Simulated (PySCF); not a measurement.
A run for PySCF: R-HF/STO-3G on BHI2 (SMILES IBI), a point of a bond scan (R = 2.114 Å).

```python
from pyscf import gto, scf, dft, mp
from pyscf.data.elements import chemcore

mol = gto.M(
    atom='''
    B    -0.70417345   -0.42698726   -0.46384859
    H    -1.58315679   -0.95997341   -1.04284684
    I    -0.40433109    1.64311813   -0.76702914
    I     0.50063343   -1.58472360    0.83046480
    ''',
    basis='sto-3g',
    charge=0, spin=0, verbose=3, max_memory=1800)
mf = scf.RHF(mol)
mf.conv_tol = 1e-8
mf.max_cycle = 100
mf.kernel()
if not mf.converged:
    mf = mf.newton().run(mf.mo_coeff, mf.mo_occ)
```

**Question.** What total energy does the run end on?

**Answer.** -13726.3877 hartree.
